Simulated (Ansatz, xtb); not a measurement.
**Relative energy of two isomers of CH10SSi3**

Structure I: `C[Si@@H](S)[SiH2][SiH3]`, a singlet. Structure II: `C[Si@@H]([SiH3])[SiH2]S`, a singlet. Both are isolated molecules in the gas phase, relaxed with B3LYP/def2-SVP, each in the lowest conformer that the search found.

Quicker runs give these differences E(II) − E(I): GFN2-xTB −0.010 eV; HF/STO-3G +0.069 eV (at GFN2-xTB geometries); r2SCAN-D4/def2-SVP +0.088 eV (at GFN2-xTB geometries).

**Question.** Estimate which is lower in electronic energy at CCSD(T)/def2-SVP + ΔMP2/def2-TZVPP, and by roughly how much.

**Answer.** The CCSD(T)/def2-SVP + ΔMP2/def2-TZVPP calculation puts structure I lower, by 0.068 eV.

Level by level:

| level | geometry | E(II) − E(I) (eV) | departure from the last row (eV) | job, with rough time for the two |
| --- | --- | --- | --- | --- |
| GFN2-xTB | GFN2-xTB | −0.010 | −0.079 | optimisation, 0.48 s |
| HF/STO-3G | GFN2-xTB | +0.069 | +0.001 | single point, 0.94 s |
| r2SCAN-D4/def2-SVP | GFN2-xTB | +0.088 | +0.019 | single point, 6.6 s |
| B3LYP/def2-SVP | B3LYP/def2-SVP | +0.068 | 0.000 | optimisation, 2.5 min |
| HF/def2-SVP | B3LYP/def2-SVP | +0.080 | +0.012 | part of the CCSD(T) run |
| MP2/def2-SVP | B3LYP/def2-SVP | +0.075 | +0.007 | part of the CCSD(T) run |
| CCSD(T)/def2-SVP | B3LYP/def2-SVP | +0.070 | +0.002 | single point |
| CCSD(T)/def2-SVP + ΔMP2/def2-TZVPP | B3LYP/def2-SVP | +0.068 |  | single point, 71 s |

As drawn, both hold the same kinds of bond in the same numbers.

GFN2-xTB finds them nearly level. The largest departure from CCSD(T)/def2-SVP + ΔMP2/def2-TZVPP is that of GFN2-xTB, 0.079 eV. A small imaginary or near-zero mode remains, so no thermal terms are given. The last row adds to CCSD(T) the change of the MP2 difference between the two basis sets, here −0.002 eV.

The correlated steps freeze 21 core orbitals. Run with Ansatz 0.2.0, xtb 6.7.1; the last row on 2 threads of Intel(R) Xeon(R) Platinum 8259CL CPU @ 2.50GHz (Skylake/Cascade Lake) on a shared host.
